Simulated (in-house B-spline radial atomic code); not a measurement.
## Cr²⁺: [Ar] 3d3 6f1 (an excited or competing configuration)

Computed with a radial B-spline atomic code at the basis-set limit: Dirac-Hartree-Fock, average of configuration, Fermi nucleus of rms radius 3.6452 fm.

Effective charges: Z_r = [3n² - l(l+1)]/(2<r>) from the radius, Z_e = n√(-2ε) from the energy, and Slater's rules. Values are occupation-weighted means over j.

```json
{"shell": "1s", "electrons": "2", "ε (eV)": "-6084.1", "<r> (bohr)": "0.06351", "Z_r": "23.62", "Z_e": "21.15", "Slater": "23.70"}
{"shell": "2s", "electrons": "2", "ε (eV)": "-763.81", "<r> (bohr)": "0.291", "Z_r": "20.62", "Z_e": "14.99", "Slater": "19.85"}
{"shell": "2p", "electrons": "6", "ε (eV)": "-644.92", "<r> (bohr)": "0.2589", "Z_r": "19.31", "Z_e": "13.77", "Slater": "19.85"}
{"shell": "3s", "electrons": "2", "ε (eV)": "-129.66", "<r> (bohr)": "0.8878", "Z_r": "15.21", "Z_e": "9.26", "Slater": "12.75"}
{"shell": "3p", "electrons": "6", "ε (eV)": "-94.029", "<r> (bohr)": "0.9408", "Z_r": "13.29", "Z_e": "7.89", "Slater": "12.75"}
{"shell": "3d", "electrons": "3", "ε (eV)": "-46.138", "<r> (bohr)": "1.096", "Z_r": "9.58", "Z_e": "5.52", "Slater": "5.30"}
{"shell": "6f", "electrons": "1", "ε (eV)": "-3.4229", "<r> (bohr)": "15.86", "Z_r": "3.03", "Z_e": "3.01", "Slater": "3.00"}
```

The least bound orbital is 6f5/2 at -3.423 eV, and it is also the most diffuse (<r> = 15.86 bohr).

Spin-orbit splittings of the orbital energies (j = l + 1/2 above j = l - 1/2 when positive): 2p 8.807 eV, 3p 1.138 eV, 3d 0.09928 eV, 6f -6.776e-05 eV.

For the 1s electron the small component carries 0.743 % of the norm, the zero-frequency Breit interaction raises the level by 6.476 eV, self-energy by 3.131 eV, and vacuum polarisation lowers it by 0.2551 eV.
